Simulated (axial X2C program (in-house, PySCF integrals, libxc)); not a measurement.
# CsCa: cheaper levels and CCSD(T), 2c

Calculated with an in-house relativistic program for diatomic molecules. Two-component (2c) means X2C with spin–orbit coupling and atomic mean-field two-electron Coulomb and Gaunt terms. Basis: Cs dyall-cv3z [15s15p9d4f1g], Ca dyall-cv3z [11s12p6d4f] (cores contracted in-house); Gaussian nuclei, density fitting, unrestricted open shells. Masses: Cs 132.905 u, Ca 39.963 u.

State: Ω = 1/2 (⟨Sz⟩ = 0.50, ⟨Lz⟩ = 0.00 at HF); fragments Cs + Ca.

| level | Re (Å) | ωe (cm⁻¹) | De (eV) |
| --- | --- | --- | --- |
| PBE0 | 4.653 | 54.5 | 0.207 |
| CCSD | 4.845 | 41.0 | 0.102 |
| PW91 | 4.586 | 56.8 | 0.252 |

Correlated methods: 11 electrons correlated (number of frozen shells: Cs 4 s, 3 p, 2 d; Ca 3 s, 2 p), 349 virtual spin orbitals or spinors in MP2, 90 natural virtuals in coupled cluster.

CCSD(T), same Hamiltonian and basis:

Re = 4.735 Å, ωe = 46.6 cm⁻¹, De = 0.12 eV; T1 = 0.044 (Lee–Taylor normalisation).

(1) Give the differences from CCSD(T) in the columns below.

One determinant describes the state; a PBE0 search over occupations chose it and may have missed a lower one. De is counted from the lowest determinant-based energies of the atoms at the same level, without counterpoise correction. Density functionals use the spin component along the axis (collinear). CCSD and (T) use frozen natural virtuals with an MP2 correction for the truncation; (T) itself is uncorrected, so its De runs slightly low. The outer-core s and p shells of the metal are frozen in the correlated rows, which leaves out core–valence correlation; for alkali and alkaline-earth bonds that tends to lengthen them. The determinant is spin-polarised beyond a pure state at some levels (its spin-free form has ⟨S²⟩ too high), which makes Re and μ there less reliable. The T1 diagnostic is large, a sign of multireference character. With the outer-core shells frozen, correlated bond lengths of heavy atoms tend to come out a few hundredths of an ångström too long. The levels of this run spread widely (ωe from 41 to 57 cm⁻¹), so these constants depend on the method. The bond is weak, and without diffuse functions and with truncated virtuals even CCSD(T) can be tens of per cent off in De.

Answers

(1) 

| level | ΔRe (Å) | Δωe (cm⁻¹) |
| --- | --- | --- |
| PBE0 | -0.082 | 7.9 |
| CCSD | 0.110 | -5.6 |
| PW91 | -0.149 | 10.2 |
